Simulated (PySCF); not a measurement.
A GIAO shielding run with PySCF (density fitting, non-relativistic, gas phase) on SMILES CC#CCC[SiH2]SCC, C7H14SSi:

```
$ OMP_NUM_THREADS=1 python probes_run.py task.json out

{"job": {"kind": "nmr", "xc": "PBE0", "basis": "pcSseg-1"}, "charge": 0, "multiplicity": 1}
C     -5.539906     0.091887    -0.259398
C     -4.158279    -0.105267     0.125110
C     -3.020644    -0.281541     0.458136
C     -1.628572    -0.481940     0.813715
C     -0.696167     0.210345    -0.182230
Si     1.116875    -0.112672     0.238301
S      2.308067     0.882971    -1.239681
C      3.917196     0.045063    -1.018938
C      4.599433     0.415209     0.282008
H     -5.904299     1.043807     0.126502
H     -6.156951    -0.711934     0.142382
H     -5.628000     0.093687    -1.345844
H     -1.419358    -1.555606     0.833344
H     -1.454370    -0.090895     1.820164
H     -0.923091    -0.144727    -1.189601
H     -0.902788     1.282248    -0.181014
H      1.455187     0.398514     1.569896
H      1.456613    -1.536052     0.167116
H      4.513132     0.364247    -1.873152
H      3.744771    -1.028477    -1.087358
H      5.593909    -0.026280     0.314691
H      4.027956     0.051948     1.133219
H      4.694531     1.495389     0.362711
```

Hardware: 1 thread of an Arm Neoverse V1, shared host. The job also computes population analyses, field gradients.

Question: How large is the calculation?

Answer: 86 electrons, 237 basis functions and 1271 auxiliary functions.

Question: How long does it take, and how much memory does it need?

Answer: 61 s of wall time, with 14 SCF cycles and 5 response iterations; peak memory 1 GiB. Times on a shared host scatter by some tens of per cent.
